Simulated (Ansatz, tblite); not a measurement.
Adding an electron: In₃As₃⁺. Total charge 1; doublet. Geometry: PBE-D4/def2-SVP. Ansatz, gas phase; energy differences of separate SCF runs; the reduced species is a singlet (the triplet lies 1.09 eV higher at PBE0-D4/def2-TZVP).

```xyz
6

In    1.059   -2.105    1.350
In    2.538    0.501    0.093
In   -1.966    1.955   -1.396
As    0.054   -0.269   -1.350
As   -0.282    1.002    0.901
As   -1.403   -1.084    0.401
```

In the def2 sets In takes a core potential; there is no spin–orbit coupling. The xTB rows come from tblite. The structure comes from a short search, and lower isomers may exist.

```tsv
level	−HOMO (eV)	−LUMO (eV)	vertical EA (eV)	HOMO–LUMO gap (eV)
GFN1-xTB	–	–	8.76	–
GFN2-xTB	–	–	8.77	–
PBE-D4/def2-TZVP	8.53	8.06	6.07	0.47
r2SCAN-D4/def2-TZVP	8.84	8.03	6.16	0.80
PBE0-D4/def2-TZVP	9.31	7.47	6.12	1.84
```

  HOMO and LUMO are the levels of the spin that leaves or enters (xTB has no such levels and no spin-polarisation term). Other spin states of the ions may lie lower, which would lower the ionisation energy or raise the affinity. Raw xTB energy differences between charge states are shifted by several eV; the methods need an empirical correction for them.
